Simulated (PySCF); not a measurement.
Below is a simulated gas-phase Si 2p photoelectron spectrum of `C=C[N]([SiH3])[GeH3]`.

Every computed line was given a Gaussian of 1.0 eV full width at half maximum and an area set by the number of equivalent atoms (split 2:1 within a doublet); the highest printed point is 100. The calculation used delta-SCF UKS SCAN, pcX-2 on the ionised atom, pcseg-1 elsewhere, spin-free X2C in PySCF.

(binding energy (eV), intensity): (105.6, 0), (105.7, 1), (105.8, 1), (105.9, 2), (106.0, 4), (106.1, 7), (106.2, 11), (106.3, 17), (106.4, 26), (106.5, 36), (106.6, 48), (106.7, 61), (106.8, 74), (106.9, 85), (107.0, 94), (107.1, 99), (107.2, 100), (107.3, 98), (107.4, 93), (107.5, 86), (107.6, 77), (107.7, 67), (107.8, 57), (107.9, 48), (108.0, 38), (108.1, 29), (108.2, 22), (108.3, 15), (108.4, 10), (108.5, 7), (108.6, 4), (108.7, 2), (108.8, 1), (108.9, 1), (109.0, 0), (109.1, 0)

Task: Count the maxima, the lines and the sites behind this envelope.

Result: The curve has 1 maximum (at 107.2 eV). Under it lie 2 lines from 1 inequivalent silicon site, drawn as a 2p3/2, 2p1/2 pair. At this width some lines have no maximum of their own.

Task: Decompose the envelope and assign each component. Numbering: `[CH2:1]=[CH:2][N:3]([SiH3:4])[GeH3:5]`.

Result: 
```
position (eV)  relative area      line  atoms   environment
       107.05           0.67  Si 2p3/2    Si4  SiH3 silicon
       107.68           0.33  Si 2p1/2    Si4  SiH3 silicon
```

Task: What are the centre and the root-mean-square width of the whole band?

Result: The area-weighted mean of the lines is 107.26 eV. Their own spread about it is 0.29 eV (rms) and each Gaussian has σ = 1.0/2.355 = 0.42 eV; the variances add, which gives 0.52 eV.

No satellites, vibrations or lifetime broadening are included. The 2p values aren't plain energy differences: one relaxed spin-free 2p hole is combined with a matrix within the shell (ground-state 2p orbital-energy differences and spin–orbit coupling). 2p3/2, the mean of its two sublevels, lies a third of the splitting below the shell's mean and 2p1/2 two thirds above it; the statistical areas are 2:1. 2p1/2 minus 2p3/2 (ligand field included): Si 0.62 eV. One conformer (not necessarily the lowest) at the PBE0-D3(BJ)/def2-SVP geometry, without solvent, vibrations or thermal averaging.

Conformer computed: `[CH2:1]=[CH:2][N:3]([SiH3:4])[GeH3:5]`: C1–C2–N3–Si4 180°.
